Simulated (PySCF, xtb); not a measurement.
TeClBr, SMILES Br[Te]Cl.

GFN2-xTB in xtb at its own geometry gives an orbital gap of 3.01 eV and a dipole moment of 5.52 D.

Geometry optimised at PBE0-D3(BJ)/def2-TZVP. The def2 effective core potentials stand for the cores of Te; spin–orbit coupling is left out.

Task: What does PBE0/def2-TZVPD (PySCF) give? (The exact figures need the calculation; the answer reports its results.)

Result: gap 3.74 eV (levels -6.61 and -2.87 eV), dipole 1.66 D.
